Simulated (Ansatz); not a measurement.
Nb₄⁻. Charge -1, multiplicity 2. Geometry PBE0-D4/def2-SVPD; atoms count from 1.

```xyz
4

Nb    0.316   -1.335    1.335
Nb   -0.316    1.335   -1.335
Nb    1.275   -0.006   -0.262
Nb   -1.275    0.006    0.262
```

In the def2 sets Nb takes a core potential; there is no spin–orbit coupling. The charge -1 doublet is spin-contaminated (final ⟨S²⟩ up to 1.23, 0.75 for a pure state). No other spin state of charge -1 was run. Another isomer (doublet) lies 0.15 eV lower at PBE0-D4/def2-TZVPD; other spin states weren't run for this one.

Estimate the Mulliken populations from the PBE0/def2-TZVPD orbitals of Ansatz.


```
atom  charge (e)  spin (α − β)  d electrons
 Nb1       -0.23         -0.87         3.72
 Nb2       -0.25          0.61         3.70
 Nb3       -0.26          0.68         3.96
 Nb4       -0.26          0.59         3.96
```
Mulliken values and Mayer orders depend strongly on the basis. With diffuse functions, as here, like atoms can get unlike values, and bond orders can come out too low or too high.

Where does the spin sit?

Summed by element: Nb 1.00, of 1 unpaired in all. Largest on single atoms: Nb1 -0.87, Nb3 0.68, Nb2 0.61.

And the Mayer bond orders between bonded heavy atoms (over 0.3)?

Nb1–Nb2 0.89 (3.83 Å); Nb1–Nb3 2.65 (2.29 Å); Nb1–Nb4 2.39 (2.34 Å); Nb2–Nb3 2.44 (2.34 Å); Nb2–Nb4 2.70 (2.29 Å); Nb3–Nb4 1.41 (2.60 Å).
